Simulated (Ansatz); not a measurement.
The cluster AlSi₅, relaxed as a doublet with UKS r2SCAN-D4/def2-SVP in Ansatz, starting from the GFN2-xTB geometry. Force threshold 0.02 eV/Å.

The relaxation made no stability test and no search for a lower SCF solution. The structure comes from a short search, and lower isomers may exist.

Start:

```xyz
6

Al   -1.274   -1.396   -1.380
Si    0.601    0.809   -0.398
Si    1.321    1.441    1.591
Si   -0.004    0.295   -2.495
Si    2.040    2.041    3.529
Si   -2.684   -3.189   -0.847
```

```csv
step,energy (eV),largest force component (eV/Å),SCF passes
1,-45959.9425,0.737,34
2,-45960.1102,0.305,47
3,-45960.1418,0.427,52
4,-45960.1810,0.216,50
5,-45960.2126,0.218,44
6,-45960.2500,0.410,51
7,-45960.3175,0.466,64
8,-45960.4831,0.633,88
9,-45960.7278,0.472,55
10,-45960.8143,0.792,48
11,-45960.8660,0.405,47
12,-45960.9596,0.314,58
13,-45961.1513,0.439,56
14,-45961.4372,0.653,68
15,-45962.0162,1.341,67
16,-45962.8110,0.959,54
17,-45962.9637,0.982,47
18,-45963.0861,0.450,39
19,-45963.1874,0.325,84
20,-45963.2691,0.576,45
21,-45963.3264,0.473,43
22,-45963.3542,0.146,36
23,-45963.3726,0.145,40
24 (rejected),-45963.2778,0.418,37
25,-45963.3800,0.040,35
26,-45963.3811,0.019,32
```

Force components are those of the run's own axes.

End:

```xyz
6

Al   -0.092   -1.089   -0.955
Si    0.643    1.305   -0.349
Si   -0.494   -0.111    1.390
Si    0.219    0.820   -2.519
Si    1.508    0.925    1.724
Si   -1.784   -1.849    0.709
```

Bonds formed: Al1–Si2, Al1–Si3, Si2–Si5, Si3–Si6 (atoms count from 1). The end is the same structure that another start reached.

No frequencies were taken in this run, so the end may be a saddle point.

Hardware: 4 threads of AMD EPYC 9B14 on a shared host. Wall time 88 s.
